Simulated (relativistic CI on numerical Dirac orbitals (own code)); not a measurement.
Hyperfine structure of Bi LVIII, mass number 207

Computed by Dirac-Coulomb-Breit CI, separate exchange-only KLI orbitals for each configuration, model QED, unscaled Slater integrals (own radial code, finite nucleus).

CI space (outside the closed core [Ne]): 3s2 3p6 3d8, 3s2 3p5 3d9, 3s2 3p4 3d10, 3s 3p6 3d9, 3p6 3d10, 3s 3p5 3d10, 3s2 3p6 3d7 4s, 3s2 3p6 3d7 4p, 3s2 3p4 3d9 4s, 3s2 3p6 3d7 4d, 3s2 3p4 3d9 4p, 3s2 3p5 3d8 4s, 3s2 3p6 3d7 4f, 3s2 3p4 3d9 4d, 3s 3p5 3d9 4s, 3s2 3p5 3d8 4p. Levels of other configurations are missing.

Nuclear spin I = 9/2, μ = 4.0729 μN, Q = -0.76 b (tables of Stone and Pyykkö). The electronic factors are computed for point nuclear moments, without core polarisation or the Bohr-Weisskopf and QED corrections.

| Level | E (Ry) | A (GHz) | B (GHz) |
| --- | --- | --- | --- |
| 3s2 3p6 3d8 3F_4 | 0.0000 | 52.35 | 66.2 |
| 3s2 3p6 3d8 3F_3 | 8.4307 | 77.57 | 30.7 |
| 3s2 3p6 3d8 3P_2 | 9.2547 | 60.5 | -26.6 |
| 3s2 3p6 3d8 1G_4 | 9.6807 | 85.14 | 178 |
| 3s2 3p6 3d8 3P_1 | 9.7236 | -11.22 | 33.6 |
| 3s2 3p6 3d8 3F_2 | 17.4703 | 137 | -3.97 |
| 3s2 3p5 3d9 3F°_4 | 39.6217 | 131.5 | 540 |
| 3s2 3p5 3d9 1D°_2 | 40.4693 | 73.89 | -296 |

Levels with J = 0, under 50 % of one LS term, or S terms without an open s electron are left out. Small factors come from cancelling terms and can be off by tens of per cent or more.

At this charge energies of transitions that change n are usually good to better than 1 %, and those within a shell (Δn = 0) to a few per cent.

**Question.** Give the hyperfine levels of 3s2 3p6 3d8 3F_4 relative to its centre of gravity.

**Answer.** With K = F(F + 1) − I(I + 1) − J(J + 1), E = AK/2 + B[¾K(K + 1) − I(I + 1)J(J + 1)]/[2I(2I − 1)J(2J − 1)]: F = 1/2: -1121, F = 3/2: -1049, F = 5/2: -927.5, F = 7/2: -755.3, F = 9/2: -530.4, F = 11/2: -250, F = 13/2: 88.94, F = 15/2: 490.4, F = 17/2: 958.8 GHz.

LS names give the leading component of a level, which can be under half, so a name can repeat, a term be missing and a line seem to break the LS rules.
